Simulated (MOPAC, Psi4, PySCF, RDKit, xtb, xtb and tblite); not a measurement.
Two geometries of SMILES C#CC[SiH2]B(O)O (C3H7BO2Si), singlet, relaxed at GFN2-xTB with one dihedral held; other torsions can differ between them too.

Structure A

```
14

C     -1.5275    -5.0482    -2.1319
C     -1.0876    -3.9564    -1.9117
C     -0.5626    -2.6419    -1.6523
Si     1.2737    -2.4419    -2.2109
B      1.5831    -0.6771    -3.0368
O      2.8554    -0.3295    -3.3435
O      0.5283     0.1343    -3.2937
H     -1.9122    -6.0045    -2.3239
H     -1.1841    -1.9121    -2.1772
H     -0.6516    -2.4343    -0.5839
H      1.5630    -3.5650    -3.1241
H      2.1013    -2.7263    -1.0207
H      3.0046     0.5235    -3.7615
H      0.6971     0.9820    -3.7134
```

Structure B

```
14

C      2.4207     0.0358     1.0337
C      1.8188    -0.5124     0.1521
C      1.0637    -1.0885    -0.9273
Si    -0.4273     0.0432    -1.4308
B      0.1110     1.9454    -1.3960
O      1.1182     2.4692    -0.6478
O     -0.5915     2.8122    -2.1603
H      2.9710     0.4551     1.8224
H      0.7072    -2.0737    -0.6270
H      1.7294    -1.2293    -1.7819
H     -0.8846    -0.5096    -2.7169
H     -1.4921    -0.3001    -0.4653
H      1.6253     1.8579    -0.1056
H     -0.3035     3.7264    -2.0955
```

Q: Which is lower in energy at the level B3LYP-D3(BJ)/def2-SVP // GFN2-xTB in Psi4, and by how much?

A: B is lower, by 8.50 kcal/mol (dihedral C2–C3–Si4–B5: 140° in A, 40° in B).

E(B) − E(A) in kcal/mol at the other levels, on the same two geometries: GFN2-xTB (xtb and tblite) -2.71; B3LYP/def2-SVP // GFN2-xTB (Psi4) -7.32; PBE/def2-SVP // GFN2-xTB (Psi4) -8.28; PBE-D3(BJ)/def2-SVP // GFN2-xTB (Psi4) -8.96; UFF // GFN2-xTB (RDKit) 7.54; PM6, restricted, heats of formation // GFN2-xTB (MOPAC) -1.67; AM1, restricted, heats of formation // GFN2-xTB (MOPAC) 1.40; GFN1-xTB // GFN2-xTB (xtb) -1.13; restricted B3LYP/6-31G*, spherical d, density fitting // GFN2-xTB (PySCF) -8.12; restricted Hartree-Fock/LANL2DZ, with its core potentials past Ne // GFN2-xTB (PySCF) -5.87; restricted B3LYP/LANL2DZ, with its core potentials past Ne // GFN2-xTB (PySCF) -8.42; restricted LDA (SVWN5)/6-31G*, spherical d, density fitting // GFN2-xTB (PySCF) -11.19.
